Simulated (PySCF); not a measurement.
Simulation results for B$_{2}$GeH$_{5}$

Calculation on a computer-drawn molecule: optimised geometry and harmonic frequencies of an isolated molecule of the commonest isotopes, restricted reference for singlets and unrestricted otherwise, frozen core in MP2; on germanium a core potential holds 10 electrons, which the energies leave out, and 3d is frozen in MP2 and coupled-cluster steps. Program: PySCF 2.14.0.

Entry: B$_{2}$GeH$_{5}$

Start structure:
```xyz
8
B2GeH5
B      1.3696    -0.0587    -0.2325
Ge    -0.4720    -0.1293     0.3000
B     -2.0407     0.6269    -0.4683
H      2.3004    -0.5595     0.3039
H      1.7171     0.5041    -1.2682
H     -0.6549    -0.8805     1.5544
H     -3.1305     0.5238     0.0539
H     -1.9625     1.2378    -1.5002
```

Settings of this run: charge 0, multiplicity 2, method HF, basis cc-pVDZ and basis and core potential on germanium cc-pVDZ-PP ECP10MDF.

Drawn bonds:
```csv
atom,other atom,order
1,2,1
2,3,1
1,4,1
1,5,1
2,6,1
3,7,1
3,8,1
```

Q: Give the missing spin squared for B$_{2}$GeH$_{5}$.
A: 0.7595

Further results for B$_{2}$GeH$_{5}$:

| Property | Result |
| --- | --- |
| rotational constants | 19.88, 5.307, 4.189 GHz |
| total energy | -345.5839 hartree |
| convergence status largest gradient component | 1.583e-05 hartree/bohr |

Optimised structure:
```xyz
8
B2GeH5
B      1.4556    -0.0546    -0.2972
Ge    -0.4573    -0.1730     0.3992
B     -2.0888     0.6576    -0.4989
H      2.3604    -0.5713     0.2924
H      1.6752     0.5420    -1.3124
H     -0.6875    -0.9488     1.7013
H     -3.1814     0.5411    -0.0235
H     -1.9496     1.2715    -1.5180
```

Modes:
```csv
frequency (cm⁻¹),reduced mass (dalton)
156.3,2.562
164,1.233
268.5,1.014
348.4,1.038
556.7,1.475
584.1,4.324
596.2,2.125
751.7,1.318
841.9,1.136
904.3,1.282
926.3,1.282
1245,1.148
1259,1.138
2208,1.02
2684,1.049
2692,1.051
2779,1.129
2781,1.129
```
